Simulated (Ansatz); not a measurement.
Cost and result for the atomization energy of `S[SiH]1C[SiH2]C1` (13 atoms, 13 bonds).

Z-matrix (Å, degrees):
```
Si
C 1 1.887
Si 1 2.593 2 46.8
S 1 2.141 2 118.2 3 130.4
C 1 1.882 2 91.9 3 14.3
H 1 1.488 2 111.1 3 -101.3
H 2 1.089 1 118.3 3 121.1
H 2 1.093 1 111.5 3 -111.4
H 3 1.488 1 138.5 2 80.4
H 3 1.488 1 112.5 2 -100.0
H 4 1.344 1 94.7 2 76.1
H 5 1.089 1 118.3 2 -135.7
H 5 1.094 1 111.5 2 97.0
```

The species carries charge 0 and has multiplicity 1. All single points use the PBE0-D4/def2-TZVP geometry. It is one conformer, not always the lowest. Program: Ansatz. All runs use 4 threads of an Arm Neoverse V2 on a shared host. Times are those of one run each, without the atoms' runs, and a repeat can differ threefold. Electronic energies, without spin–orbit coupling; frozen cores. CCSD(T)/CBS adds CCSD(T) − MP2 in def2-TZVPP to the MP2 limit, and its time is that of the two runs behind it. T1 = 0.011. B3LYP takes the VWN-RPA correlation (the form of Gaussian; ORCA's B3LYP/G).

CCSD(T)/CBS is a level of theory with its own doubt, some kJ/mol a heavy atom from the limit and from the frozen cores, so smaller differences don't rank the functionals.

```csv
level,functions,wall time
PBE-D4/def2-TZVPP (with forces),300,3 s
PBE0-D4/def2-TZVPP,300,3.8 s
r2SCAN-D4/def2-TZVPP (with forces),300,6 s
B3LYP-D4/def2-TZVPP (with forces),300,6 s
B2PLYP/def2-TZVPP,300,6.5 s
ωB97X-V/def2-TZVPP,300,9.5 s
ωB97M-V/def2-TZVPP (with forces),300,14 s
MP2/def2-QZVPP,564,30 s
CCSD(T)/def2-TZVPP,300,3.4 min
CCSD(T)/CBS(def2),–,3.9 min
```

**Question.** What atomization energy does each give, and how far from CCSD(T)/CBS? (Best estimate.)

**Answer.** The calculation gave: 
```json
{"level": "PBE-D4/def2-TZVPP (with forces)", "atomization (kJ/mol)": "4614.4", "difference from CCSD(T)/CBS": "32.7", "per bond": "2.5"}
{"level": "PBE0-D4/def2-TZVPP", "atomization (kJ/mol)": "4585.6", "difference from CCSD(T)/CBS": "3.9", "per bond": "0.3"}
{"level": "r2SCAN-D4/def2-TZVPP (with forces)", "atomization (kJ/mol)": "4597.9", "difference from CCSD(T)/CBS": "16.2", "per bond": "1.2"}
{"level": "B3LYP-D4/def2-TZVPP (with forces)", "atomization (kJ/mol)": "4562.9", "difference from CCSD(T)/CBS": "-18.8", "per bond": "-1.4"}
{"level": "B2PLYP/def2-TZVPP", "atomization (kJ/mol)": "4508.3", "difference from CCSD(T)/CBS": "-73.4", "per bond": "-5.6"}
{"level": "ωB97X-V/def2-TZVPP", "atomization (kJ/mol)": "4611.7", "difference from CCSD(T)/CBS": "30.0", "per bond": "2.3"}
{"level": "ωB97M-V/def2-TZVPP (with forces)", "atomization (kJ/mol)": "4602.5", "difference from CCSD(T)/CBS": "20.8", "per bond": "1.6"}
{"level": "MP2/def2-QZVPP", "atomization (kJ/mol)": "4567.7", "difference from CCSD(T)/CBS": "-14.0", "per bond": "-1.1"}
{"level": "CCSD(T)/def2-TZVPP", "atomization (kJ/mol)": "4461.7", "difference from CCSD(T)/CBS": "-120.0", "per bond": "-9.2"}
{"level": "CCSD(T)/CBS(def2)", "atomization (kJ/mol)": "4581.7", "difference from CCSD(T)/CBS": "0.0", "per bond": "0.0"}
```

From PBE to PBE0 (25 % exact exchange), in def2-TZVPP and without D4, the atomization energy moves by −23.6 kJ/mol: exact exchange takes away binding that semilocal exchange gives to molecules. The D4 term adds +58.2 kJ/mol with B3LYP and +30.7 kJ/mol with PBE0; it sums over pairs of atoms, weighted by their polarisabilities, and B3LYP, whose exchange is more repulsive, gets the larger term. In def2-TZVPP, CCSD(T) changes the Hartree–Fock value by +1031.4 kJ/mol (the triples alone add +59.5 kJ/mol) and MP2 by +1066.6 kJ/mol; breaking electron pairs costs correlation energy, which Hartree–Fock lacks.
